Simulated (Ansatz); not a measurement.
Program: Ansatz. Geometries: PBE0-D4/def2-TZVP. ΔE: electronic, gas phase. CBS: MP2 limit from def2 TZ/QZ plus the TZ coupled-cluster correction, frozen cores. For Ge outer-core shells are correlated without core-valence functions, which leaves a few kJ/mol of doubt a bond. Scalar relativity is left out up to krypton. One conformer a species, not always the lowest.

Consider the redistribution: `CCBCN` + `B[CH2][GeH3]` → `BCBCC` + `N[CH2][GeH3]`.

```csv
species,CCSD(T)/CBS(def2) energy (Eh)
`CCBCN`,-199.66219
`B[CH2][GeH3]`,-2143.14744
`BCBCC`,-169.74889
`N[CH2][GeH3]`,-2173.05667
```

Problem. Work out ΔE.

Solution. ΔE = (-169.74889) + (-2173.05667) − (-199.66219) − (-2143.14744) = 0.00407 Eh = +10.7 kJ/mol.

Largest T1 diagnostic among the species: 0.011.
